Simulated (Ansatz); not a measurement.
`CC[Si]Br` + HCl → `CC[Si]Cl` + HBr at 500 K and 1 bar (ligand exchange at the Si–Br bond).

Gas-phase electronic energies from Ansatz, PBE0-D4/def2-TZVP geometries. CBS: MP2 limit from def2 TZ/QZ plus the TZ coupled-cluster correction, frozen cores. This one scheme is used for every species. For Br outer-core shells are correlated without core-valence functions, which leaves a few kJ/mol of doubt a bond. Scalar relativity is left out up to krypton. Each species was taken in one conformer, which may not be the lowest.

| species | CCSD(T)/CBS energy (Eh) | H − E (kJ/mol) | S (J/(mol·K)) |
| --- | --- | --- | --- |
| `CC[Si]Br` | -2941.51653 | 211.1 | 397.2 |
| HCl | -460.38127 | 32.5 | 201.9 |
| `CC[Si]Cl` | -827.97738 | 211.5 | 387.1 |
| HBr | -2573.91920 | 30.5 | 213.7 |

H − E and S are ideal-gas, rigid-rotor, harmonic terms from PBE0-D4/def2-TZVP, for one conformer and one mirror image of each species. 1 Eh = 2625.50 kJ/mol, R = 8.31446 J/(mol·K).

**Question.** By hand: ΔE, ΔH, ΔS and ΔG.

**Answer.** ΔE = (-827.97738) + (-2573.91920) − (-2941.51653) − (-460.38127) = 0.00122 Eh = 3.2 kJ/mol. Δ(H − E) = 211.5 + 30.5 − 211.1 − 32.5 = -1.6, so ΔH = 1.6 kJ/mol. ΔS = 387.1 + 213.7 − 397.2 − 201.9 = 1.7 J/(mol·K). ΔG = 1.6 − 500 × (1.7)/1000 = 0.8 kJ/mol.

**Question.** By hand: the equilibrium constant, and the temperature at which ΔG would vanish if ΔH and ΔS stayed fixed.

**Answer.** log₁₀ K = −ΔG/(RT ln 10) = -0.1. ΔG = 0 at ΔH/ΔS = 941 K, though so small a ΔH makes that figure unsure.

TΔS isn't small against ΔH here. The sign of ΔG lies within the doubt. A doubt of 5 kJ/mol in ΔE shifts log₁₀ K by 0.5 here. Other conformers and mirror images would add mixing entropy, several J/(mol·K) or more a flexible species. Modes under 60 cm⁻¹, often nearly free rotors, make the harmonic entropy too high. These are equilibria of isolated gas molecules and say nothing of rates. Largest T1 diagnostic: 0.012 (customary marks: 0.02 for closed shells, 0.045 for open ones).
